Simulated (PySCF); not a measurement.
One molecule, a ladder of functionals, a line

Molecule: `C/C=C/[CH2][AlH2-][NH3+]`, C4H12AlN.

Cartesian coordinates in Å; atom numbers follow the order of the lines, from 1:
```xyz
18

C     2.050    0.513   -1.058
C     0.984    0.328   -0.024
C     0.680   -0.843    0.574
C    -0.387   -1.093    1.563
Al   -2.003   -1.836    0.609
N    -2.018   -0.476   -0.929
H     2.505   -0.449   -1.339
H     1.664    0.982   -1.980
H     2.857    1.171   -0.693
H     0.473    1.239    0.323
H     1.237   -1.730    0.235
H    -0.683   -0.171    2.092
H    -0.070   -1.831    2.318
H    -1.757   -3.201   -0.204
H    -3.430   -1.595    1.305
H    -1.041   -0.143   -0.986
H    -2.621    0.330   -0.770
H    -2.268   -0.883   -1.830
```

GIAO shieldings (ppm, equivalent atoms averaged) in PySCF 2.14.0 with density-fitted response routines on the PBE0-D3(BJ)/def2-SVP geometry, basis pcSseg-1, gas phase, non-relativistic:

```tsv
functional	exact exchange (%)	σ(C4)	σ(Al5)
BLYP	0	152.6	417.6
BP86	0	157.2	420.5
PBE	0	157.5	420.1
B3LYP	20	158.3	426.9
PBE0	25	164.1	432.5
BHandHLYP	50	165.4	441.3
HF	100	176.2	469.0
```

Question: Fit each shielding as a line in the percentage of exact exchange.

Answer: σ(C4) = 156.0 + 0.20 x (rms 2.0 ppm); σ(Al5) = 418.9 + 0.49 x (rms 1.5 ppm). The functionals also differ in their semilocal parts, which the line can't hold; Hartree–Fock has no correlation at all.

Question: What does the line predict for mPW1PW91 (25 %), and what does the run give?

Answer: σ(C4): 161.0 predicted, 163.3 computed; σ(Al5): 431.1 predicted, 432.5 computed ppm.
